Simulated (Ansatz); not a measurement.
Abridged output of a molecular run in Ansatz:

```
Functional definition: HF
861 factors; integrals over basis functions are off by at most 9.2e-4 eV
mean field evaluation 1: about -129179.9025 eV, gradient 3.2e1 eV
mean field evaluation 2: about -129179.9924 eV, gradient 3.2e1 eV
mean field evaluation 4: about -129182.0173 eV, gradient 2.0e0 eV
mean field evaluation 8: about -129182.0527 eV, gradient 3.3e-1 eV
mean field evaluation 16: about -129182.0535 eV, gradient 1.7e-6 eV
mean field -129182.05345650 eV, -4747.3529017856 hartree, gradient 1.7e-6 eV, S^2 0.000000; 0 other end points of the search recorded, 0 dependent functions left out
19 core orbitals not correlated: weight in the atoms' cores, before any rotation towards them, 1.000 or more for the frozen orbitals, at most 0.000 for the correlated occupied ones
reference -129182.05345650 eV, -4747.3529017856 hartree; 19, 19 occupied and 89, 89 virtual orbitals, 861 factors
second order -20.34517416 eV of doubles, -0.00000000 eV of singles
cycle   1  -19.81082299 eV  change    5.3e-1 eV  update   1.1e-1
cycle   2  -20.32337346 eV  change   -5.1e-1 eV  update   3.7e-2
cycle   3  -20.43848942 eV  change   -1.2e-1 eV  update   2.0e-2
cycle   4  -20.41781976 eV  change    2.1e-2 eV  update   5.7e-3
cycle   5  -20.41153400 eV  change    6.3e-3 eV  update   2.5e-3
cycle   6  -20.41336849 eV  change   -1.8e-3 eV  update   9.4e-4
cycle   7  -20.41315345 eV  change    2.2e-4 eV  update   3.4e-4
cycle   8  -20.41295031 eV  change    2.0e-4 eV  update   1.1e-4
cycle   9  -20.41301538 eV  change   -6.5e-5 eV  update   4.1e-5
cycle  10  -20.41302157 eV  change   -6.2e-6 eV  update   1.5e-5
perturbative correction -0.73648321 eV, -0.0270652588 hartree
Total energy: -129203.20296128 eV, -4748.1301317506 hartree
```

Its atoms:

```xyz
3

F     0.958   -0.630    0.963
Ge   -0.319   -0.814   -0.217
Br   -0.639    1.444   -0.746
```

Task: Which basis set was used?
A. def2-SVP
B. def2-TZVPP
C. cc-pV(Q+d)Z
D. cc-pV(D+d)Z

Result: B. It gives 127 functions.

Task: Write the keys of the input that set method, charge and spin (a neutral closed shell needs none for the last two).

Result: 
```yaml
correlation: {method: ccsd_t}
```
